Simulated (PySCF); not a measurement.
# Xe⁺: ionisation energy

Xe⁺ [Kr] 4d10 5s2 5p5 (2P) → Xe²⁺ [Kr] 4d10 5s2 5p4 (3P), as a difference of total energies. Computed with PySCF 2.14 in aug-cc-pVQZ-PP with one added diffuse shell each of s, p, d, f, g type with ECP28MDF (8s8p6d4f3g, 117 functions), with a scalar-relativistic core potential. Correlated levels: valence: 4s2 4p6 4d10 frozen. The calculations carry no spin-orbit coupling.

```csv
method,ionisation energy (eV),difference from reference (eV)
UHF,20.068,-0.907
LDA,21.369,+0.394
PBE,21.052,+0.077
PBE0,21.101,+0.126
r2SCAN,21.120,+0.145
TPSSh,21.105,+0.130
B2PLYP,21.056,+0.081
CAM-B3LYP,21.219,+0.244
MP2 (valence),20.931,-0.044
SCS-MP2 (valence),20.953,-0.022
```

Reference: 20.975 eV (semi-empirical (NIST evaluation); NIST Atomic Spectra Database, ionization energies).

The reference lies between the lowest fine-structure levels, while these numbers refer to the centres of the terms.

Errors of the correlated levels include the incompleteness of this basis and the frozen core.
